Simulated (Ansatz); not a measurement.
Start from `C[O][In]([F])[Cl]` and change one atom or group to get `[F][In]([Cl])[SeH]`.

Ansatz, PBE0-D4/def2-TZVP geometries, multiplicity 1. Each molecule was computed in one conformer, which needn't be the lowest.

Elements past krypton have def2 core potentials. Scalar relativity is left out up to krypton.

| property | `C[O][In]([F])[Cl]` |
| --- | --- |
| HOMO–LUMO gap (PBE/def2-TZVPP) / eV | 3.27 |
| size of the dipole moment (PBE/def2-TZVPP) / D | 1.61 |
| LUMO energy (PBE0/def2-TZVPP) / eV | -2.61 |
| LUMO energy (PBE/def2-TZVPP) / eV | -3.51 |
| ideal-gas entropy at 298 K and 1 bar (rigid rotor, harmonic PBE0-D4/def2-TZVP) / J/(mol·K) | 393 |
| LUMO energy (ωB97M-V/def2-TZVPP) / eV | -0.64 |

What does the change do to each property? (Estimate.)

Computed: 
```json
{"property": "HOMO–LUMO gap (PBE/def2-TZVPP) / eV", "`[F][In]([Cl])[SeH]`": "3.44", "shift": "0.17"}
{"property": "size of the dipole moment (PBE/def2-TZVPP) / D", "`[F][In]([Cl])[SeH]`": "2.39", "shift": "0.78"}
{"property": "LUMO energy (PBE0/def2-TZVPP) / eV", "`[F][In]([Cl])[SeH]`": "-2.57", "shift": "0.04"}
{"property": "LUMO energy (PBE/def2-TZVPP) / eV", "`[F][In]([Cl])[SeH]`": "-3.41", "shift": "0.10"}
{"property": "ideal-gas entropy at 298 K and 1 bar (rigid rotor, harmonic PBE0-D4/def2-TZVP) / J/(mol·K)", "`[F][In]([Cl])[SeH]`": "369", "shift": "-24"}
{"property": "LUMO energy (ωB97M-V/def2-TZVPP) / eV", "`[F][In]([Cl])[SeH]`": "-0.66", "shift": "-0.02"}
```

The zero-point energy changes by -86.9 kJ/mol with -9 modes. Dipoles are sizes alone; their direction can turn. Modes under 60 cm⁻¹, often nearly free rotors, make the harmonic entropy too high.

Spin–orbit coupling is left out; it splits and shifts lone-pair levels of the heavy atoms by tenths of an eV.
